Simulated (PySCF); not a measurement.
Dipole moment and polarisability of `C#CC[As](C)CC`

C6H11As.
Cartesian coordinates in Å at the GFN2-xTB level; atoms count from 1:
```
atom  x, y, z in Å
C1     3.1373    1.4010    1.0892
C2     2.5225    0.4621    0.6692
C3     1.7600   -0.6489    0.1619
As4   -0.0599   -0.7318    0.9951
C5    -0.7876   -2.0389   -0.3008
C6    -0.7406    0.9128    0.1108
C7    -2.2086    1.1727    0.4229
H8     3.6907    2.2146    1.4533
H9     2.2866   -1.5843    0.3791
H10    1.6493   -0.5555   -0.9235
H11   -0.6470   -1.6972   -1.3260
H12   -0.2914   -3.0019   -0.1795
H13   -1.8517   -2.1899   -0.1264
H14   -0.5952    0.8312   -0.9706
H15   -0.1335    1.7530    0.4601
H16   -2.3568    1.2564    1.4997
H17   -2.8308    0.3554    0.0577
H18   -2.5520    2.0955   -0.0437
```

Level: PBE0/def2-SVPD (PySCF), static field, nuclei fixed, core orbitals frozen in the response. The polarisability tensor in these axes (au):

```
x   118.50  10.63   6.61
y    10.63 109.59   7.45
z     6.61   7.45  85.69
```

**Question.** Give the principal values, the mean and the anisotropy Δα = √{½[(α1 − α2)² + (α2 − α3)² + (α1 − α3)²]}.

**Answer.** Principal values 83.17, 102.82 and 127.78 au; mean 104.59 au = 15.50 Å³ = 17.24 × 10⁻⁴⁰ C²·m²/J; Δα = 38.73 au (37 % of the mean).

**Question.** What is the dipole moment, and where does it point?

**Answer.** (-0.74, -0.27, -1.23) D, 1.46 D in size, pointing from the negative to the positive side. Measured along this direction, the outermost atoms are H8 at the negative end and H11 at the positive end.

**Question.** What depolarisation ratio follows for Rayleigh scattering of linearly polarised light, taking the static tensor?

**Answer.** ρ = 3Δα²/(45ᾱ² + 4Δα²) = 4498.9/(492281 + 5998.6) = 0.00903.

**Question.** Find the Langevin capture rate constant for O2+ (31.990 u) meeting this molecule (158.008 u), k = 2.342 × 10⁻⁹ cm³/s × √(α in Å³ / reduced mass in u).

**Answer.** The reduced mass is 26.60 u, so k = 1.79 × 10⁻⁹ cm³/s. The formula leaves out the permanent dipole, which adds to the capture rate.

**Question.** Directions of the eigenvectors, and the extent of the frame along each?

**Answer.** Largest value along (0.80, 0.56, 0.22), where the nuclei span 7.24 Å; middle along (-0.59, 0.80, 0.12), 5.75 Å; least along (-0.11, -0.23, 0.97), 2.49 Å. The response follows the extents in order.

One conformer (not necessarily the lowest) at the GFN2-xTB geometry, without solvent, vibrations or thermal averaging. The calculation is non-relativistic, for arsenic too.
